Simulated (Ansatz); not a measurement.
Reactions of acetonitrile.

Computed with Ansatz on PBE0-D4/def2-TZVP structures; ΔE is electronic, products minus reactants. CBS: MP2 limit from def2 TZ/QZ plus the TZ coupled-cluster correction, frozen cores. This one scheme is used for every species. Functionals use def2-TZVPP. For Ge outer-core shells are correlated without core-valence functions, which leaves a few kJ/mol of doubt a bond. Scalar relativity is left out up to krypton.

```csv
reaction,RPA@PBE/def2-TZVPP (eV),CCSD(T)/CBS(def2) (eV)
`CC#N` + `BS` → `BSC` + `C#N`,0.41,0.41
`CC#N` + `[SiH3][CH]1[NH][AlH]1` → `C[N]1[AlH][CH]1[SiH3]` + `C#N`,0.49,0.57
`CC#N` + `N#[C][GeH3]` → `N#[C][GeH2][C]#N` + CH₄,-0.28,-0.21
`CC#N` + `[SH][GeH3]` → `N#C[S][GeH3]` + CH₄,0.17,0.19
```

Largest T1 diagnostic: 0.015, for `BS`.
